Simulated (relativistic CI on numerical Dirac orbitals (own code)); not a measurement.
d1 to d9 in one octahedral field

Computed with a parametric ligand-field model without spin-orbit coupling, by exact diagonalisation: B = 630, C = 2820, 10Dq = 20600 cm⁻¹ (Oh; |10Dq|/B = 32.7) for every shell. Energies in cm⁻¹; the field energy is (0.6 n_e − 0.4 n_t2) × 10Dq of the ground term; g labels are left out.

| Shell | Ground term | Electrons in e | Field energy | First spin-allowed bands | Lowest term of other spin |
| --- | --- | --- | --- | --- | --- |
| d1 | 2T2 | 0.000 | -8240 | 2E 20600 |  |
| d2 | 3T1 | 0.020 | -16078 | 3T2 19243, 3T1 27336 | 1T2 9717 |
| d3 | 4A2 | 0.000 | -24720 | 4T2 20600, 4T1 27258 | 2E 13238 |
| d4 | 3T1 | 0.031 | -32315 | 3E 18123, 3T1 18853 | 5E 3651 |
| d5 | 2T2 | 0.056 | -40053 | 2A2 17358, 2T1 17572 | 6A1 5386 |
| d6 | 1A1 | 0.043 | -48564 | 1T1 18766, 1T2 27040 | 3T1 12730 |
| d7 | 2E | 1.031 | -36445 | 2T1 18611, 2T2 19248 | 4T1 7185 |
| d8 | 3A2 | 2.000 | -24720 | 3T2 20600, 3T1 27258 | 1E 10566 |
| d9 | 2E | 3.000 | -12360 | 2T2 20600 |  |

Low spin: d4, d5, d6, d7; the other shells keep the spin of the free ion. Only d4 to d7 can choose; the field needed to pair spins is smallest for d6 and largest for d5, which loses most exchange energy. In the strong-field picture 10Dq must exceed about 6B + 5C = 17880 (d4), 7.5B + 5C = 18825 (d5), 2.5B + 4C = 12855 (d6) and 4B + 4C = 13800 (d7); mixing of terms shifts these bounds somewhat.
